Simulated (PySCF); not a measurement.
## Basis set benchmark on one molecule

Molecule: `CCP(CC)CC`, C$_{6}$H$_{15}$P.

Numbering as in the mapped SMILES `[CH3:1][CH2:2][P:3]([CH2:4][CH3:5])[CH2:6][CH3:7]` (H(Xn): hydrogen on atom n).

Geometry PBE0-D3(BJ)/def2-SVP throughout; GIAO in PySCF 2.14, gas phase, one conformer, non-relativistic; equivalent atoms averaged; functional PBE0.

Reference values (measured; E. Pretsch, P. Bühlmann, M. Badertscher, Structure Determination of Organic Compounds, 4th ed., Springer 2009): δ(P3) = -20.0 ppm vs 85 % H3PO4. Computed shifts are taken against H3PO4, calculated as an isolated molecule at each level.

Q: How do the basis sets pcSseg-0, cc-pVDZ, def2-SVP, aug-cc-pVDZ, def2-TZVP perform against the reference? Times are CPU seconds on 1 thread of an Intel Xeon 6975P-C, shared host.

A: 
```
  basis set  functions      P3  abs. error P  core-s
   pcSseg-0         97  -100.7          80.7       8
    cc-pVDZ        177   -33.9          13.9      20
   def2-SVP        177   -32.9          12.9      18
aug-cc-pVDZ        300   -43.5          23.5      45
  def2-TZVP        313   -39.2          19.2      48
```

For $^{31}$P the closest is def2-SVP (12.9 ppm) and the furthest pcSseg-0 (80.7 ppm). Where a smaller basis beats a larger one, errors probably cancel. One molecule is a small sample, and vibrational and solvent effects are absent from the calculation.

A small basis that lands close on one nucleus may do so by chance; judge by the trend and by all nuclei.
